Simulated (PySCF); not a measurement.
**C₆ coefficients of unlike pairs at PBE**

Calculated with PySCF 2.14 from the dipole response of each species, C₆(A,B) = (3/π) ∫ α_A(iu) α_B(iu) du, in atomic units, from isotropic polarisabilities. For ions this is the dispersion term alone; charge-induced terms of lower order in 1/R come first.

| species | configuration | basis | relativity | α (bohr³) | C₆ (like pair) |
| --- | --- | --- | --- | --- | --- |
| Si | [Ne] 3s2 3p2 (3P) | aug-cc-pwCVDZ (6s5p3d) | none | 39.79 | 332.9 |
| Ne(2+) | [He] 2s2 2p4 (3P) | aug-cc-pVTZ (5s4p3d2f) | none | 0.8753 | 1.120 |
| Cl(2+) | [Ne] 3s2 3p3 (4S) | def2-QZVPPD (10s7p5d2f1g) | none | 5.872 | 20.91 |
| Zn(2+) | [Ar] 3d10 (1S) | aug-cc-pwCVTZ-PP with ECP10MDF (8s8p7d4f3g) | core potential | 2.702 | 7.026 |

(1) Estimate C₆ for Zn(2+) with Ne(2+).

No spin-orbit coupling is included.

The other pairs:

```json
{"pair": "Cl(2+), Ne(2+)", "C₆": "4.399"}
{"pair": "Zn(2+), Si", "C₆": "36.95"}
{"pair": "Cl(2+), Si", "C₆": "74.07"}
{"pair": "Zn(2+), Cl(2+)", "C₆": "11.53"}
{"pair": "Ne(2+), Si", "C₆": "13.17"}
```

Results:

(1) The integral gives 2.783. The combination rule 2 C_A C_B / (C_A α_B/α_A + C_B α_A/α_B) gives 2.745 and the geometric mean 2.805.
